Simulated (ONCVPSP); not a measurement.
# Before and after: ONCV potential for terbium

terbium, optimised norm-conserving Vanderbilt (ONCV), made with ONCVPSP 4.0.1 (PBE, scalar-relativistic). Core [Kr] 4d10 4f8, reference 5s2 5p6 5d1 6s2. Waves: 5s+6s: rc 2.00 bohr, ncon 4, nbas 9, qcut 5.3 1/bohr, 3 projectors, debl 3.5 Ha; 5p: rc 2.00 bohr, ncon 5, nbas 9, qcut 8.1 1/bohr, 2 projectors, debl 3.5 Ha; 5d: rc 2.20 bohr, ncon 3, nbas 7, qcut 4.6 1/bohr, 2 projectors, debl 3 Ha. Local part: polynomial inside 1.40 bohr (lpopt 1, dvloc0 0 Ha). Core correction: Teter function, fcfact 3, rcfact 1.15.

Change: all radii but the core radius scaled by about 1.10 (s 2.20, p 2.20, d 2.42 bohr); local potential polynomial inside 1.54 bohr (lpopt 1, dvloc0 0 Ha).

Cutoffs: the cutoffs (Ha) at which the residual kinetic energy of the hardest occupied pseudo-wave falls to 1 and 0.1 mHa per electron; they do not see the model core or the augmentation charge, which bear on the density cutoff. Errors are all-electron minus pseudo energies relative to the spin-unpolarised reference configuration.

**Question.** Predict the effect on cutoff, ghosts and configuration errors.

**Answer.** The potential gets softer (21 Ha and 25 Ha → 19 Ha and 23 Ha); of the 3 tests that both files solve, the error grows in 0 and shrinks in 1 by more than 15 % and 0.3 meV (median size 2.5 → 1.9 meV); neither file shows a bound ghost. A larger radius leaves more room for a smooth pseudo-wave, so fewer plane waves are needed.

| quantity | base | changed |
| --- | --- | --- |
| cutoff, loose | 21 Ha | 19 Ha |
| cutoff, tight | 25 Ha | 23 Ha |
| loose cutoff by channel | s 11 Ha, p 21 Ha, d 8.2 Ha | s 9.7 Ha, p 19 Ha, d 8.0 Ha |
| bound ghosts | none | none |
| GHOST(+) flags under 300 eV | s at 232.5 eV | s at 231.2 eV |
| tests counted as reliable (solved cleanly; for ONCVPSP, near-neutral configurations with less than one 5d electron left out) | 3 of 4 | 3 of 4 |
| error for 5s2 5p6 5d1 6s1, meV [ΔE 6.74 eV] | +0.5 | +0.3 |
| error for 5s2 5p6 5d1 6s0, meV [ΔE 19.01 eV] | +14 | +13 |
| error for 5s2 5p6 5d1 6s0 6p1, meV [ΔE 10.41 eV] | +2.5 | +1.9 |
| rms error of d²Exc/dni dnj with the model core, mHa | 2.25 | 2.21 |
